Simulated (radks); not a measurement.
All-electron atom: the rhenium ion Re+ in [Xe] 4f14 5d5 6s1 (the NIST ground configuration). All-electron calculation, Dirac Kohn-Sham, PBE, spin-unpolarised, spherical densities, point nucleus; open shells fill j = l - 1/2 first. Program: a radial shooting solver on a logarithmic mesh with Libxc functionals.

X-ray form factor f0, the Fourier transform of the density (f0(0) = 74):

sin(theta)/lambda (1/angstrom),f0 (electrons)
0.05,73.049
0.1,70.528
0.15,67.130
0.2,63.440
0.25,59.773
0.3,56.258
0.4,49.852
0.5,44.327
0.6,39.600
0.8,31.972
1,26.169
1.25,21.039
1.5,17.770
2,14.055
